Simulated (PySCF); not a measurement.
**OsOBr₂ at several levels of theory**

All levels use the PBE0 minimum (triplet; Os–Br 2.345 Å (×2), Os–O 1.679 Å; Br–Os–Br 128.7°, Br–Os–O 115.6° (×2)), basis [Os def2-SVP with ECP60, O def2-SVP, Br def2-SVP], scalar-relativistic core potentials, density fitting, no spin–orbit coupling, PySCF. For vertical energies the ionised species is a doublet (spins chosen at PBE0 and kept) and the electron-attached one a doublet. Atomisation goes to high-spin ground-configuration atoms, without zero-point energy. Open shells are unrestricted, also as the reference of the correlated levels. A dash marks a value that was not computed or is not defined at that level.

| level | atomisation (kJ/mol) | vertical IP (eV) | vertical EA (eV) | −ε(HOMO) (eV) | dipole (D) |
| --- | --- | --- | --- | --- | --- |
| PBE0 | ? | ? | ? | ? | ? |
| HF | 431 | 10.13 | 1.72 | 11.17 | 0.43 |
| MP2 | – | ? | ? | – | – |
| PBE | 1293 | 8.41 | 2.19 | 5.22 | 1.29 |
| r2SCAN | – | 8.85 | 2.24 | 5.85 | 1.25 |
| B3LYP | 1120 | – | – | 6.70 | 1.33 |

Q: Fill in the row of MP2.

A: vertical IP (eV) 6.62, vertical EA (eV) 3.54.

Q: Fill in the row of PBE0.

A: atomisation (kJ/mol) 1141, vertical IP (eV) 9.05, vertical EA (eV) 2.45, −ε(HOMO) (eV) 7.15, dipole (D) 1.26.

Spin contamination in at least one species weakens the values at: HF, MP2.

Without diffuse functions attachment energies tend to come out too low.

Open d and f shells are described by one determinant, and the ground state may have another occupation or spin. Spin–orbit coupling, left out here, can matter for elements this heavy.
